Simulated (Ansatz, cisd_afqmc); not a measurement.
System: C2H4Si, charge 0, singlet. C2H4Si (ethynylsilane, SMILES C#C[SiH3]).
B3LYP-D3(BJ)/def2-TZVP minimum from Ansatz (a first-principles code):
```xyz
7

Si    -0.9406    -0.0969    -0.4761
C      0.6810     0.0702     0.3447
C      1.7520     0.1806     0.8869
H     -1.0532     0.9143    -1.5489
H     -1.0582    -1.4514    -1.0572
H     -2.0161     0.1117     0.5168
H      2.6972     0.2780     1.3653
```

Atomisation energy term by term, kcal/mol (programs: Ansatz, cisd_afqmc). UHF or UKS for unpaired electrons; spin-orbit terms are left out. Cores are frozen in correlated methods. Rows without X2C or -DK are non-relativistic. AFQMC is phaseless with a CISD trial state; ± is one standard error, without the phaseless bias. Outlying blocks are dropped, and bars are widened where a walk drifts. Over all cases where full CI ran beside it in this data, AFQMC minus full CI had a median of +0.1 mEh and passed +0.4 mEh in a tenth of the cases. CBS(X,Y): correlation extrapolated as X^-3, Hartree-Fock from the larger set (Q,5: extrapolated as (X+1)exp(-9√X)). A bracket is a step between two methods taken in the basis named. 'core' is core correlation in cc-pwCVTZ (1s frozen past Ne), 'X2C' scalar relativity in cc-pVTZ-DK, both at CCSD(T). Where a partner has so few electrons that a lower coupled-cluster level is exact, that level stands in.

```tsv
term	basis	kcal/mol
Hartree-Fock	CBS(cc-pV(Q+d)Z,cc-pV(5+d)Z)	467.04
CCSD correlation	CBS(cc-pV(Q+d)Z,cc-pV(5+d)Z)	144.76
(T)	CBS(cc-pV(Q+d)Z,cc-pV(5+d)Z)	10.37
CCSDT(Q) - CCSD(T)	cc-pV(D+d)Z	0.58
core correlation	cc-pwCVTZ	2.02
scalar relativity	X2C, cc-pVTZ-DK	-0.96
sum: De		623.8
```

The step beyond CCSD(T) by other levels: AFQMC/CISD in cc-pV(D+d)Z 0.00 ± 0.28 kcal/mol.
